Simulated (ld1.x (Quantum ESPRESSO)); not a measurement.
Varying the TM potential for fluorine (F)

Base potential:

* Element: F
* Generator: ld1.x (Quantum ESPRESSO) 7.5
* Type: norm-conserving Troullier–Martins (Kleinman–Bylander form)
* Functional: PBEsol
* Relativity: scalar-relativistic
* Frozen core: [He]
* Valence charge: 7
* Reference configuration: 2s2 2p4 (charge +1)
* Partial waves: 2s (bound): rc 0.50 bohr; 3d channel at -0.05 Ry: rc 0.85 bohr; 2p (bound): rc 0.80 bohr
* Local potential: the p channel
* Core correction: none

Cutoffs, loose and tight: the cutoffs (Ry, on a coarse ladder) from which the occupation-weighted sum of valence levels, in a spherical-Bessel basis at the reference potential, stays within 10 and 1 mRy of its value at 400 Ry. They do not see the model core or the augmentation charge, which bear on the density cutoff. Test errors are all-electron minus pseudo excitation energies from the reference, over the configurations 2s2 2p5; 2s2 2p3; 2s2 2p2; 2s2 2p4.5; 2s1 2p6; 2s1 2p5; 2s2 2p1. A dash means not determined; rows that change the core or the reference have their own tests.

Cutoffs are not given where the Bessel-basis levels miss the radial ones by over 6 mRy, ghosts where they miss by over 20 mRy; a channel whose overlap is not positive is not tested.

| change | outcome | cutoff, loose | cutoff, tight | bound ghosts | largest test error (meV) |
| --- | --- | --- | --- | --- | --- |
| base | generated | – | – | none | +325 |
| wave 3d channel at -0.05 Ry: rc 0.85 bohr becomes 3d channel at -0.05 Ry: rc 1.10 bohr | generated | – | – | none | +325 |
| all radii scaled by about 0.82 (s 0.40, p 0.66, d 0.70 bohr) | generated | – | – | not determined | +465 |
| reference 2s2 2p5 | generated | 300 Ry | over 300 Ry | none | +390 |
| core correction a·sin(br)/r model core inside 0.32 bohr | generated | – | – | none | +203 |
| wave 3d channel at -0.05 Ry: rc 0.85 bohr becomes 3d channel at 0.58 Ry: rc 0.85 bohr | generated | – | – | none | +325 |
| wave 2p (bound): rc 0.80 bohr becomes 2p (bound): rc 0.90 bohr | generated | – | – | none | +402 |
| wave 2p (bound): rc 0.80 bohr becomes 2p (bound): rc 0.88 bohr | generated | – | – | none | +382 |
| local potential all-electron potential smoothed inside 0.60 bohr (lloc = -1) | generated | – | – | none | +351 |
| non-relativistic | generated | – | – | none | +334 |
| wave 3d channel at -0.05 Ry: rc 0.85 bohr becomes 3d channel at -0.05 Ry: rc 1.08 bohr | generated | – | – | none | +325 |

Q: What comes out with this change to the base: wave 2s (bound): rc 0.50 bohr becomes 2s (bound): rc 0.36 bohr?

A: outcome: generated; bound ghosts: not determined; largest test error (meV): +514.
